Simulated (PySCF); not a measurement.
Si(H)2(Me)(OH) (CH6OSi), SMILES O[SiH2]C. Atoms are numbered in the order given.

```xyz
9

Si    -0.1646     0.4484     0.1695
C      1.5611    -0.2392    -0.0279
O     -1.3284    -0.5928    -0.3834
H     -0.3329     1.6728    -0.6417
H     -0.3943     0.7694     1.6031
H      1.6998    -1.1467     0.5644
H      2.3019     0.4916     0.3073
H      1.7704    -0.4796    -1.0721
H     -1.4800    -1.4078     0.1004
```

The structure is a stationary point at B3LYP-D3(BJ)/def2-TZVP. The values are those of a single conformer.

These are B3LYP/pcJ-1 (PySCF) values and carry that method's errors.

Isotropic couplings with Fermi-contact, spin-dipole and both spin-orbit terms, one fixed conformer, no vibrational averaging. Isotopes: 13C, 1H, 29Si.

```
pair    bonds apart      J (Hz)
------  -----------  ----------
Si1–C2            1       -53.3
Si1–H4            1  (withheld)
Si1–H5            1  (withheld)
C2–H6             1  (withheld)
C2–H7             1  (withheld)
C2–H8             1  (withheld)
Si1–H6            2         7.7
Si1–H7            2         1.5
Si1–H8            2         8.3
Si1–H9            2         0.3
C2–H4             2        11.0
C2–H5             2        13.2
H4–H5             2  (withheld)
H6–H7             2       -15.5
H6–H8             2       -14.3
H7–H8             2       -15.0
C2–H9             3        -0.8
H4–H6             3  (withheld)
H4–H7             3  (withheld)
H4–H8             3  (withheld)
H4–H9             3        12.1
H5–H6             3  (withheld)
H5–H7             3  (withheld)
H5–H8             3  (withheld)
H5–H9             3        -0.7
H7–H9             4  (withheld)
```

**Question.** Complete the blanks. (The exact figures need the calculation; the answer reports its results.)

**Answer.** 
- Si1–H4, J (Hz): -238.5
- Si1–H5, J (Hz): -209.6
- C2–H6, J (Hz): 127.9
- C2–H7, J (Hz): 127.3
- C2–H8, J (Hz): 130.6
- H4–H5, J (Hz): 14.4
- H4–H6, J (Hz): 10.7
- H4–H7, J (Hz): -0.5
- H4–H8, J (Hz): 1.1
- H5–H6, J (Hz): 1.0
- H5–H7, J (Hz): -0.7
- H5–H8, J (Hz): 9.9
- H7–H9, J (Hz): -0.8
